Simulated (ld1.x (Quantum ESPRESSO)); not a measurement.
Pseudopotential generation for bismuth: ultrasoft, LDA (PZ), scalar-relativistic.

```
Element                 : Bi (Z = 83)
Generator               : ld1.x (Quantum ESPRESSO) 7.5
Type                    : ultrasoft
Functional              : LDA (PZ)
Relativity              : scalar-relativistic
Frozen core             : [Kr] 4d10 4f14
Valence charge          : 23
Reference configuration : 5s2 5p6 5d10 6s2 6p3
Partial waves           : 5s (bound): rcut 1.20, rcutus 1.70 bohr; 6s (bound): rcut 1.20, rcutus 1.70 bohr; 5p (bound): rcut 1.75, rcutus 1.85 bohr; 6p (bound): rcut 1.75, rcutus 1.85 bohr; 5d (bound): rcut 1.70, rcutus 1.95 bohr; 5d channel at 2.95 Ry: rcut 1.70, rcutus 1.95 bohr
Local potential         : all-electron potential smoothed inside 1.70 bohr (lloc = -1)
Core correction         : none
Augmentation charge     : PSQ, radius 1.25 bohr
```

All-electron outer shells of the reference configuration (LDA (PZ), scalar-relativistic, ld1.x):

```tsv
shell	level (eV)	outermost node (bohr)	outermost maximum (bohr)
4d	-429.90	0.19	0.38
5s	-158.02	0.44	0.77
4f	-152.95	–	0.34
5p	-95.96	0.48	0.86
5d	-27.18	0.51	1.03
6s	-14.76	0.98	1.86
6p	-4.77	1.14	2.44
```

(1) Is a potential produced?

## Answers

(1) No. ld1.x (Quantum ESPRESSO) 7.5 stopped with "chargeps: negative rho": the spherical valence density built from the smooth waves and the augmentation charge turned negative at some radius.
